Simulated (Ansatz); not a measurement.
BNH₅ClO₂, singlet: a relaxation.

in.yaml

```yaml
crystal:
  periodic: [false, false, false]
  atoms:
    - {symbol: B, position_ang: [-0.358564, -0.310326, -0.057973]}
    - {symbol: N, position_ang: [0.900512, 0.684298, -0.358542]}
    - {symbol: O, position_ang: [-0.037590, -1.557777, 0.472520]}
    - {symbol: O, position_ang: [-1.241597, -0.169690, -1.093772]}
    - {symbol: H, position_ang: [0.877108, 1.213277, 0.453646]}
    - {symbol: Cl, position_ang: [-0.786869, 0.880559, 1.829513]}
    - {symbol: H, position_ang: [1.793545, 0.204841, -0.458870]}
    - {symbol: H, position_ang: [0.727167, 1.289520, -1.157141]}
    - {symbol: H, position_ang: [0.085924, -1.422351, 1.421754]}
    - {symbol: H, position_ang: [-1.959635, -0.812353, -1.050935]}
basis:
  gaussian: {orbitals: def2-TZVP}
hamiltonian: {xc: pbe0, dispersion: d4}
relax: {f_tol: 0.005, max_steps: 200}
```

Command:

```bash
ansatz run in.yaml --threads 4 --pin off --events-out ev --progress --plain --max-ram 9574MiB
```

The run's output (Ansatz 0.2.0):

```
Functional definition: PBE0
  name "PBE0"
  cite "Adamo & Barone, J. Chem. Phys. 110, 6158 (1999) doi:10.1063/1.478522"
  cite "Perdew, Burke & Ernzerhof, Phys. Rev. Lett. 77, 3865 (1996) doi:10.1103/PhysRevLett.77.3865"
  parent pbe
  parameter a = 0.25
  parameter kappa = 0.804
  parameter beta = 0.06672455060314922
  exchange = (1 - a)*pbe_x(kappa = kappa, mu = beta*pi^2/3) + a*exact_x
  correlation = pbe_c(beta = beta)
1114 factors; their error is unknown
mean field evaluation 1: about -18850.6767 eV, gradient 7.8e1 eV
mean field evaluation 2: about -18841.5695 eV, gradient 1.1e2 eV
mean field evaluation 4: about -18860.5434 eV, gradient 3.7e0 eV
mean field evaluation 8: about -18860.5673 eV, gradient 5.7e-2 eV
mean field evaluation 16: about -18860.6086 eV, gradient 7.6e-5 eV
mean field -18860.60858903 eV, -693.1145814671 hartree, gradient 1.9e-5 eV, S^2 0.000000; 0 other end points of the search recorded, 0 dependent functions left out
the calculation of the forces begins
reference -18860.60861752 eV, -693.1145825143 hartree; 25, 25 occupied and 166, 166 virtual orbitals, 1114 factors
relax step   1: F+E_penalty+E_count = -18860.76986630 eV  Δ(F+E_penalty+E_count) = +0.000e0 eV  max|allowed force component| = 2.228e0 eV/Å  Δτ_max = 0.0000 Å  (28 SCF iters, accepted)
relax step   2: F+E_penalty+E_count = -18860.97797701 eV  Δ(F+E_penalty+E_count) = -2.081e-1 eV  max|allowed force component| = 9.377e-1 eV/Å  Δτ_max = 0.1958 Å  (31 SCF iters, accepted)
relax step   3: F+E_penalty+E_count = -18861.07017949 eV  Δ(F+E_penalty+E_count) = -9.220e-2 eV  max|allowed force component| = 1.120e0 eV/Å  Δτ_max = 0.1822 Å  (37 SCF iters, accepted)
relax step   4: F+E_penalty+E_count = -18861.00928668 eV  Δ(F+E_penalty+E_count) = +6.089e-2 eV  max|allowed force component| = 1.741e0 eV/Å  Δτ_max = 0.2000 Å  (36 SCF iters, rejected (line search))
relax step   5: F+E_penalty+E_count = -18861.19134890 eV  Δ(F+E_penalty+E_count) = -1.212e-1 eV  max|allowed force component| = 4.546e-1 eV/Å  Δτ_max = 0.0992 Å  (28 SCF iters, accepted)
relax step   6: F+E_penalty+E_count = -18861.20894243 eV  Δ(F+E_penalty+E_count) = -1.759e-2 eV  max|allowed force component| = 1.636e-1 eV/Å  Δτ_max = 0.1000 Å  (29 SCF iters, accepted)
relax step   7: F+E_penalty+E_count = -18861.21700129 eV  Δ(F+E_penalty+E_count) = -8.059e-3 eV  max|allowed force component| = 1.260e-1 eV/Å  Δτ_max = 0.1500 Å  (29 SCF iters, accepted)
relax step   8: F+E_penalty+E_count = -18861.23070568 eV  Δ(F+E_penalty+E_count) = -1.370e-2 eV  max|allowed force component| = 7.078e-2 eV/Å  Δτ_max = 0.1317 Å  (28 SCF iters, accepted)
relax step   9: F+E_penalty+E_count = -18861.19017554 eV  Δ(F+E_penalty+E_count) = +4.053e-2 eV  max|allowed force component| = 9.526e-1 eV/Å  Δτ_max = 0.1954 Å  (28 SCF iters, rejected (line search))
relax step  10: F+E_penalty+E_count = -18861.23443258 eV  Δ(F+E_penalty+E_count) = -3.727e-3 eV  max|allowed force component| = 3.944e-2 eV/Å  Δτ_max = 0.0849 Å  (29 SCF iters, accepted)
relax step  11: F+E_penalty+E_count = -18861.23238931 eV  Δ(F+E_penalty+E_count) = +2.043e-3 eV  max|allowed force component| = 2.461e-1 eV/Å  Δτ_max = 0.0915 Å  (30 SCF iters, rejected (line search))
relax step  12: F+E_penalty+E_count = -18861.23004246 eV  Δ(F+E_penalty+E_count) = +4.390e-3 eV  max|allowed force component| = 2.280e-1 eV/Å  Δτ_max = 0.0458 Å  (30 SCF iters, rejected (line search))
relax step  13: F+E_penalty+E_count = -18861.23508121 eV  Δ(F+E_penalty+E_count) = -6.486e-4 eV  max|allowed force component| = 1.796e-2 eV/Å  Δτ_max = 0.0229 Å  (29 SCF iters, accepted)
relax step  14: F+E_penalty+E_count = -18861.23535221 eV  Δ(F+E_penalty+E_count) = -2.710e-4 eV  max|allowed force component| = 6.072e-2 eV/Å  Δτ_max = 0.0486 Å  (30 SCF iters, accepted)
relax step  15: F+E_penalty+E_count = -18861.23421818 eV  Δ(F+E_penalty+E_count) = +1.134e-3 eV  max|allowed force component| = 2.646e-1 eV/Å  Δτ_max = 0.0148 Å  (31 SCF iters, rejected (line search))
relax step  16: F+E_penalty+E_count = -18861.23553117 eV  Δ(F+E_penalty+E_count) = -1.790e-4 eV  max|allowed force component| = 9.676e-4 eV/Å  Δτ_max = 0.0021 Å  (31 SCF iters, accepted)
Total energy: -18861.23555995 eV, -693.1376222237 hartree
Atom 0 at    -0.397670    -0.196942     0.110417 Å, force    -0.000215    -0.000968     0.000324 eV/Å
Atom 1 at     0.902293     0.712653    -0.335789 Å, force     0.000882     0.000349     0.000385 eV/Å
Atom 2 at     0.061417    -1.431893     0.616331 Å, force    -0.000613     0.000467     0.000079 eV/Å
Atom 3 at    -1.136390    -0.239599    -1.084374 Å, force     0.000337    -0.000271    -0.000082 eV/Å
Atom 4 at     1.474286     0.946061     0.468520 Å, force    -0.000079    -0.000438     0.000121 eV/Å
Atom 5 at    -1.158474     0.877157     1.498549 Å, force    -0.000078    -0.000096     0.000671 eV/Å
Atom 6 at     1.453735     0.186142    -1.007910 Å, force    -0.000312    -0.000230     0.000039 eV/Å
Atom 7 at     0.577729     1.570990    -0.770777 Å, force    -0.000181     0.000642    -0.000756 eV/Å
Atom 8 at    -0.002669    -1.470298     1.571061 Å, force     0.000182     0.000604    -0.000725 eV/Å
Atom 9 at    -1.774256    -0.954272    -1.065829 Å, force     0.000076    -0.000060    -0.000057 eV/Å
Dipole moment:     0.824644     0.196411    -0.295028 e Å

[the SCF lines of later steps are left out]
```

The lines “mean field evaluation” count trial sets of orbitals through the whole run, from several starts and some on an approximate energy, so they need not fall steadily or lie above the final value.

Hardware: 4 CPU threads of an Intel Xeon, shared host. Wall time about 95 s.
